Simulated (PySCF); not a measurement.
# Radial density of Re (rhenium, neutral)

wB97X-V, [Xe] 4f14 5d6 6s1, high-spin 6D determinant (an excited configuration). All numbers are calculated (PySCF 2.14, scalar relativity by spin-free X2C-1e, in x2c-TZVPPall (11s7p7d3f1g, 97 functions)).

```csv
r (bohr),4πr²ρ (e/bohr),4πr²(ρα − ρβ)
0.0137,103.5,0.0005
0.0231,90.31,-0.0021
0.0388,118.3,0.0147
0.0652,132.9,0.0930
0.110,108.1,0.2039
0.185,116.0,0.0091
0.310,66.74,0.2796
0.522,63.79,0.0847
0.878,20.81,0.8630
1.48,8.922,2.4600
2.49,2.224,1.4687
4.18,0.4228,0.3172
7.03,0.01508,0.0100
11.8,2.442e-05,0.0000
```

Densities and radii are taken from the X2C orbitals without a picture-change correction, which distorts them close to the nucleus.

Spin-orbit coupling, absent here, splits the open shell strongly.

(1) Where is the radial spin density 4πr²(ρα − ρβ) most negative, and why is it negative at all?

## Answers

(1) Around r = 0.0231 bohr, down to -0.0021 e/bohr: exchange with the open shell polarises the paired shells in an unrestricted calculation.
